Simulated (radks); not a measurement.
Results of a calculation; reference values are marked as such.
Effect of the nuclear size on the rhenium ion Re+, [Xe] 4f14 5d5 6s1. Level of theory: Dirac Kohn-Sham, relativistic LDA (MacDonald-Vosko exchange, VWN5 correlation), spin-unpolarised, spherical densities, finite nucleus; open shells fill j = l - 1/2 first; Fermi nuclear charge, rms radius 5.3698 fm (a radial shooting solver on a logarithmic mesh with Libxc functionals). The rms radius is varied about that value; shifts are against it.

rms radius (fm)  total energy shift (eV)  density at nucleus (e/bohr^3)  1s1/2 shift (meV)  2s1/2 shift (meV)  5p1/2 shift (meV)  6s1/2 shift (meV)  5d5/2 shift (meV)  6p1/2 (empty) shift (meV)  7s1/2 (empty) shift (meV)
4.8113                             -12.6                      1.585e+06              -5080               -723              0.190             -0.714              0.256                      0.084                     -0.094
4.9832                             -8.84                      1.565e+06              -3550               -506              0.133             -0.500              0.179                      0.058                     -0.066
5.3698                                 0                      1.524e+06              0.000              0.000              0.000              0.000              0.000                      0.000                      0.000
5.7349                              8.74                      1.489e+06               3510                500             -0.131              0.494             -0.177                     -0.058                      0.065
6.2666                              22.1                      1.442e+06               8890               1260             -0.331               1.25             -0.447                     -0.146                      0.165

Slopes of the eigenvalues against <r^2> in GHz/fm^2, as finite differences over the two radii next to the reference (eigenvalue slopes, not the field-shift constants of lines): 1s1/2 212000, 2s1/2 30200, 5p1/2 -7.92, 6s1/2 29.8, 5d5/2 -10.7, 6p1/2 (empty) -3.49, 7s1/2 (empty) 3.94.
